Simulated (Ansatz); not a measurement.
Born–Oppenheimer molecular dynamics of CH6O3Sn (11 atoms, charge 0, multiplicity 1). It goes on from the last frame of an earlier run, with new velocities.

Theory: Ansatz 0.2.0, RKS PBE-D4/def2-SVP.

```
ensemble        : NVT, Nosé–Hoover chain
time step       : 0.5 fs
steps asked     : 150
set temperature : 500 K
thermostat      : time constant 50 fs, chain length 3
seed            : 777919
```

First frame:

```xyz
11
Properties=species:S:1:pos:R:3
Sn -0.030 -0.159 -0.155
O -0.532 -0.112 1.888
H -0.016 0.771 2.139
C 2.189 0.226 -0.745
H 2.204 0.417 -1.877
H 2.080 1.378 -0.300
H 2.908 -0.263 -0.161
O -0.923 1.382 -1.340
H -1.805 1.344 -0.711
O -1.071 -1.790 -0.927
H -1.369 -2.264 -0.113
```

Task: How far do the bonds stretch over the last three quarters of this one trajectory? (Pairs bonded in most of those frames.)

Result: 
```csv
bond,mean (Å),spread (Å),shortest,longest
Sn1–O2,2.013,0.041,1.95,2.07
Sn1–C4,2.163,0.093,2.03,2.31
Sn1–O8,2.031,0.088,1.90,2.15
Sn1–O10,2.004,0.037,1.95,2.05
O2–H3,0.986,0.041,0.92,1.04
C4–H5,1.112,0.028,1.06,1.16
C4–H6,1.122,0.065,1.01,1.23
C4–H7,1.111,0.044,1.04,1.19
O8–H9,0.998,0.065,0.89,1.09
O10–H11,0.986,0.035,0.93,1.04
```

Mean temperature of the second half: 619 K. The conserved energy stayed within 1.1 meV per atom of its start (net change -0.46 meV per atom), so the integration is sound. The mean temperature of the second half is 24 % above the set value. A run of 0.075 ps of so small a system gives no equilibrium averages.

Time of the run: 5.8 min on 2 threads of Arm Neoverse V1, with other jobs on the host, peak memory 0.15 GiB.
